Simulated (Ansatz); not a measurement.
One change: `C[S][SnH3]` becomes `CS[SiH3]`.

Ansatz, PBE0-D4/def2-TZVP geometries, multiplicity 1. 

Elements past krypton have def2 core potentials.

| property | `C[S][SnH3]` |
| --- | --- |
| size of the dipole moment (PBE/def2-TZVPP) / D | 1.39 |
| HOMO energy (PBE/def2-TZVPP) / eV | -5.52 |
| HOMO energy (B3LYP/def2-TZVPP) / eV | -6.49 |
| HOMO energy (PBE0/def2-TZVPP) / eV | -6.72 |
| HOMO–LUMO gap (B3LYP/def2-TZVPP) / eV | 5.80 |
| LUMO energy (PBE/def2-TZVPP) / eV | -1.25 |

(1) What does the change do to each property? (Best estimate.)

Answers

(1) Ansatz gave: 
```
                                      property  `CS[SiH3]`  shift
size of the dipole moment (PBE/def2-TZVPP) / D        1.38  -0.01
             HOMO energy (PBE/def2-TZVPP) / eV       -5.75  -0.23
           HOMO energy (B3LYP/def2-TZVPP) / eV       -6.71  -0.22
            HOMO energy (PBE0/def2-TZVPP) / eV       -6.95  -0.23
         HOMO–LUMO gap (B3LYP/def2-TZVPP) / eV        6.66   0.86
             LUMO energy (PBE/def2-TZVPP) / eV       -0.71   0.54
```

With PBE0 the HOMO falls by 0.23 eV and the LUMO rises by 0.59 eV, so the gap widens by about 0.82 eV. PBE moves the HOMO by -0.23 eV and ωB97M-V by -0.24 eV. Dipoles are sizes alone; their direction can turn.

B3LYP here is the variant with VWN-RPA as its local correlation; programs differ in this.
